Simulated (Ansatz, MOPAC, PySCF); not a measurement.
Molecule: PbCl, charge 0, multiplicity 2. SMILES: [Pb][Cl]
Geometry: optimised at B3LYP-D3(BJ)/def2-TZVP (Ansatz, a first-principles code).

Property: size of the dipole moment, in D. Conventions: LANL2DZ with its own core potentials from Na on; PM7 with its own dispersion and hydrogen-bond terms; spin-orbit terms left out; 6-31G* and kin with 6d, 5d where marked; UHF or UKS for open shells; def2 sets with scalar-relativistic core potentials past Kr. Ab initio and DFT rows: single points at B3LYP-D3(BJ) geometries (Ansatz). Semi-empirical rows: dipoles at the shared geometry. The spin state of an ion or metal species was assumed, not searched.

| level | program | size of the dipole moment (D) |
|---|---|---|
| PM6 | MOPAC | 4.23 |
| PM7 | MOPAC | 6.32 |
| BLYP/6-31G* with LANL2DZ past Ar | Ansatz | 3.75 |
| BP86/def2-SVP | PySCF | 3.11 |
| BP86/6-31G* with LANL2DZ past Ar (5d) | PySCF | 3.79 |
| B3LYP/LANL2DZ | Ansatz | 4.31 |
| B3LYP/6-31G* with LANL2DZ past Ar | Ansatz | 4.18 |
| PBE0/6-31G* with LANL2DZ past Ar | Ansatz | 4.28 |
| M06-2X/6-31G* with LANL2DZ past Ar (5d) | PySCF | 4.63 |

No value to compare with is used here. The 9 habitual levels span 3.11 (BP86/def2-SVP) to 6.32 D (PM7).

The levels are drawn from those run, B3LYP/6-31G* more often than the rest, none by its result; runs whose electronic state is in doubt are left out.
